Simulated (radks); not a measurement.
The numbers below are computed, except where a source is named.
These are the eigenvalues of the occupied orbitals of an atom or ion with whole-number occupations (hartree). Code: a radial shooting solver on a logarithmic mesh with Libxc functionals. Model: Dirac Kohn-Sham, exchange-only PBE, spin-unpolarised, spherical densities, finite nucleus; Fermi nuclear charge, rms radius of each element as measured or else 0.836 A^(1/3) + 0.57 fm.

orbital  eigenvalue
1s1/2     -30.01035
2s1/2      -5.25751

Which element is it, and in what charge state? The configuration may be excited. Open shells, if any, fill j = l - 1/2 first.

Answer. Z = 9, fluorine, charge +5: F5+ in [He] 2s2. The 1s level, -30.01 hartree, gives Z - s = 7.7 by -(Z - s)^2/2, which with screening and relativity narrows Z to a few neighbours, and the depths must fix Z and the occupations together.
